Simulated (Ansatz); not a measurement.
```xyz
5

C     0.0000    0.0000   -1.0298
Cl    0.0000    0.0000    0.6035
H     0.0000   -0.9537   -1.3603
H    -0.8259    0.4768   -1.3603
H     0.8259    0.4768   -1.3603
```

Basis set: cc-pVDZ (spherical functions). Correlated methods keep 6 orbitals frozen. Charge 0, multiplicity 1.

Computed with Ansatz (development build ahead of 0.2.0); each method stands on the lowest determinant of its kind that the runs found. Restricted open shells among the atoms or ions are ROHF, correlated in semicanonical orbitals with singles.

Give the atomization energy at this shape (free ground-state atoms in the same class of orbitals less the molecule, no zero-point energy) of singlet CH3Cl by RHF-MP2, RHF.

```csv
method,atomization energy
RHF-MP2,15.08 eV
RHF,12.04 eV
```

Caution: no unrestricted run beside it, a lower state can exist; the shape is not the minimum.
